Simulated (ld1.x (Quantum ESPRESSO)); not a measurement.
# Configuration tests for Ge (TM semilocal)

| Property | Result |
| --- | --- |
| Element | germanium |
| Generator | ld1.x (Quantum ESPRESSO) 7.5 |
| Type | norm-conserving Troullier–Martins (semilocal form) |
| Functional | PBE |
| Relativity | scalar-relativistic |
| Frozen core | [Ar] |
| Valence charge | 14 |
| Reference configuration | 3d10 4s2 4p2 |
| Partial waves | 4p (bound): rc 2.30 bohr; 3d (bound): rc 0.80 bohr; 4s (bound): rc 1.50 bohr |
| Local potential | the s channel |
| Core correction | a·sin(br)/r model core, default radius (core density twice the valence density) |

Energies are relative to the spin-unpolarised reference configuration 3d10 4s2 4p2; without spin polarisation the order of configurations can differ from experiment.

Question: Give the all-electron excitation energy and the error of the potential for: 3d10 4s2 4p1; 3d10 4s2 4p0; 3d10 4s1 4p0; 3d10 4s1 4p3; 3d10 4s0 4p0; 3d9 4s2 4p2; 3d9 4s2 4p3.

Answer:

| valence configuration | charge | ΔE all-electron (eV) | error AE − PS (meV) |
| --- | --- | --- | --- |
| 3d10 4s2 4p1 | +1 | 7.444 | -0.6 |
| 3d10 4s2 4p0 | +2 | 22.883 | -6.6 |
| 3d10 4s1 4p0 | +3 | 57.674 | -30 |
| 3d10 4s1 4p3 | 0 | 7.972 | -0.4 |
| 3d10 4s0 4p0 | +4 | 104.017 | -102 |
| 3d9 4s2 4p2 | +1 | 38.686 | -405 |
| 3d9 4s2 4p3 | 0 | 29.627 | -472 |

Levels in the configuration 3d9 4s2 4p3:

```json
{"level": "3d", "all-electron (eV)": "-39.119", "pseudo (eV)": "-40.077"}
{"level": "4s", "all-electron (eV)": "-14.034", "pseudo (eV)": "-13.981"}
{"level": "4p", "all-electron (eV)": "-5.166", "pseudo (eV)": "-5.121"}
```
